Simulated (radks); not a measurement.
Sm4+, configuration [Xe] 4f4. Calculated with a radial shooting solver on a logarithmic mesh with Libxc functionals: Dirac Kohn-Sham, PBE, spin-unpolarised, spherical densities, point nucleus; open shells are shared between the two j in proportion to 2j + 1; speed of light set to 13703.6 atomic units (100 times the physical value, a model run).

Unscreened Slater integrals over Kohn-Sham orbitals (cm^-1). Large and small components are both included.

F0(4f7/2,4f7/2): 247660
F2(4f7/2,4f7/2): 119390
F4(4f7/2,4f7/2): 75237
F6(4f7/2,4f7/2): 54222
F0(4f7/2,4f5/2): 247660
F2(4f7/2,4f5/2): 119390
F4(4f7/2,4f5/2): 75237
G2(4f7/2,4f5/2): 119390
G4(4f7/2,4f5/2): 75237
G6(4f7/2,4f5/2): 54222
F0(4f7/2,5p3/2): 153540
F2(4f7/2,5p3/2): 52224
G2(4f7/2,5p3/2): 24320
G4(4f7/2,5p3/2): 19538
F0(4f7/2,5p1/2): 153540
G4(4f7/2,5p1/2): 19538
F0(4f5/2,4f5/2): 247660
F2(4f5/2,4f5/2): 119390
F4(4f5/2,4f5/2): 75237
F0(4f5/2,5p3/2): 153540
F2(4f5/2,5p3/2): 52224
G2(4f5/2,5p3/2): 24320
G4(4f5/2,5p3/2): 19538
F0(4f5/2,5p1/2): 153540
G2(4f5/2,5p1/2): 24320
F0(5p3/2,5p3/2): 127400
F2(5p3/2,5p3/2): 69362
F0(5p3/2,5p1/2): 127400
G2(5p3/2,5p1/2): 69362
F0(5p1/2,5p1/2): 127400
